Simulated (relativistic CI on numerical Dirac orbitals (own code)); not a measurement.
Energy levels of I VI

Calculated at this level of theory: Dirac-Coulomb-Breit CI, KLI orbitals optimised for each configuration, a model potential for QED, valence Slater integrals scaled by 0.85, P86 correlation energy added to each configuration (own radial code, finite nucleus).

CI space (outside the closed core [Kr]): 4d10 5s2, 4d10 5s 5p, 4d10 5p2, 4d10 5s 5d, 4d10 5d2, 4d10 5s 5f, 4d10 4f2, 4d10 5s 5g, 4d10 5p 5d, 4d10 5s 4f, 4d10 4f 5p, 4d10 5s 6s, 4d10 5s 6p, 4d10 5f2, 4d9 5s2 4f, 4d10 5p 5f. Levels of other configurations are missing.

```tsv
No.	Configuration	Term	J	E (cm⁻¹)	%	Next component (%)	Landé g	Lifetime (s)
41	4d10 4f 5p	3G	5	381638	99	1 4d10 5s 5g 3G	1.200	4.83e-10
42	4d10 4f 5p	3D	3	386209	78	15 3F	1.276	2.56e-10
43	4d10 5p 5d	1F°	3	388134	68	26 4d10 5s 5f 1F°	1.008	5.39e-11
44	4d10 4f 5p	3D	2	388136	86	11 3F	1.107	2.37e-10
45	4d10 5p 5d	1P°	1	390036	93	4 3D°	0.990	6.35e-11
46	4d10 4f 5p	3D	1	390091	99	1 4d10 5s 5d 3D	0.499	2.26e-10
47	4d10 4f 5p	1G	4	391539	87	6 3G	1.010	6.14e-10
48	4d10 5s 5f	3F°	2	395460	99	1 4d10 5p 5d 3F°	0.666	1.03e-10
49	4d10 5s 5f	3F°	3	395563	99	1 4d10 5p 5d 3F°	1.083	1.02e-10
50	4d10 5s 5f	3F°	4	395698	99	1 4d10 5p 5d 3F°	1.250	1.00e-10
51	4d10 5s 5f	1F°	3	398981	74	25 4d10 5p 5d 1F°	1.001	7.02e-11
52	4d10 4f 5p	1D	2	399123	89	5 3D	1.000	1.54e-10
53	4d10 5s 5g	3G	3	437440	98	1 4d10 5p 5f 3G	0.749	8.95e-11
54	4d10 5s 5g	3G	4	437499	98	1 4d10 5p 5f 3G	1.050	8.90e-11
55	4d10 5s 5g	3G	5	437587	98	1 4d10 4f 5p 3G	1.200	8.81e-11
56	4d10 5s 5g	1G	4	438466	96	2 4d10 4f 5p 1G	1.000	8.10e-11
57	4d10 5p 5f	3F	2	495994	60	17 1D	0.785	1.09e-10
58	4d10 5p 5f	3F	4	496265	34	30 1G	1.109	1.32e-10
59	4d10 5p 5f	3F	3	496486	53	25 3D	1.107	1.00e-10
60	4d10 5p 5f	3G	3	497309	48	43 1F	0.906	7.44e-11
61	4d10 5d2	3F	4	505820	30	29 4d10 5p 5f 3F	1.152	
62	4d10 5d2	3F	3	506787	53	20 4d10 5p 5f 3G	1.046	
63	4d10 5d2	3F	2	506853	63	20 4d10 5p 5f 1D	0.799	
64	4d10 5p 5f	3G	4	509320	52	17 4d10 5d2 3F	1.071	7.34e-11
65	4d10 5d2	1D	2	510182	41	19 4d10 5p 5f 1D	0.922	
66	4d10 5p 5f	1F	3	510748	45	26 3D	1.047	6.36e-11
67	4d10 5d2	3P	0	512676	91	7 4d10 4f2 3P		
68	4d10 5p 5f	3G	5	512780	99	1 4d10 5s 5g 3G	1.200	6.36e-11
69	4d10 5d2	3P	1	513271	93	7 4d10 4f2 3P	1.500	
70	4d10 5p 5f	3F	3	513286	38	28 4d10 5d2 3F	1.143	4.69e-11
71	4d10 5p 5f	3D	2	513537	59	18 3F	1.056	5.61e-11
72	4d10 5d2	3F	4	513575	44	35 4d10 5p 5f 3F	1.214	
73	4d10 5p 5f	3D	1	514051	100		0.500	7.11e-11
74	4d10 5d2	3P	2	514103	78	11 4d10 5p 5f 3D	1.439	
75	4d10 5d2	1D	2	519220	43	39 4d10 5p 5f 1D	0.997	
76	4d10 5d2	1S	0	525750	78	20 4d10 4f2 1S		
77	4d10 5d2	1G	4	526173	55	30 4d10 5p 5f 1G	1.004	
78	4d10 4f2	3H	6	543955	100		1.167	1.01e-05
79	4d10 4f2	3H	5	544049	100		1.033	8.98e-06
80	4d10 4f2	3H	4	544127	100		0.799	1.29e-06
81	4d10 4f2	3F	4	548070	96	3 4d10 5d2 3F	1.250	5.68e-10
82	4d10 4f2	3F	3	548101	97	3 4d10 5d2 3F	1.083	5.77e-10
83	4d10 4f2	3F	2	548128	97	3 4d10 5d2 3F	0.666	5.83e-10
84	4d10 4f2	1G	4	550687	88	10 4d10 5d2 1G	1.000	1.80e-10
85	4d10 4f2	1I	6	555331	100		1.000	1.02e-05
```

Energies count from the lowest computed level; ° marks odd parity; lifetimes are radiative, by E1, M1, E2, M2, E3 decay to levels of this space only; some are left blank where a channel outside the calculation adds to the decay or the decay crosses a small, uncertain gap.

The mean weight of the leading LS term, summed over parents, in these 45 levels is 78 %, and that of the leading jj configuration (from the same eigenvectors) 68 %.

At this charge configurations can still be misplaced by up to about 7 % of their energy. Levels and lines within the n = 5 or 6 shells can be off by up to 10 % or somewhat more, and those that change n by about 2 %, since core polarisation is missing. 28 of the 36 excited levels that our extract of the measured tables holds in this range could be paired (the sources list more); they are missed by 3945 cm⁻¹ on average and 6822 at most, and levels without a partner can miss by more.

LS names give the leading component of a level, which can be under half, so a name can repeat, a term be missing and a line seem to break the LS rules.
